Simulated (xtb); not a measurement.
FH4O4Si, SMILES O[Si-](O)(O)(F)O, charge -1. All values are semi-empirical tight-binding results from xtb (GFN2-xTB unless named), good for trends rather than for accurate numbers. The structure is a stationary point at GFN2-xTB. The values are those of a single conformer.

### Question
Estimate the properties. (Estimate from the structure and the level; the computed values follow.)

### Answer

| Item | Result |
|---|---|
| point group as xtb finds it | Cs |
| orbital gap | 10.98 eV |
| zero-point energy | 36.5 kcal/mol |
| G − E(el) at 298.15 K (modified RRHO) | 16.7 kcal/mol |
| static polarisability (D4 model) | 55.4 bohr³ |
| solvation energy, GFN2-xTB/ALPB(water) | -70.5 kcal/mol |
| solvation energy, GFN2-xTB/ALPB(methanol) | -63.1 kcal/mol |
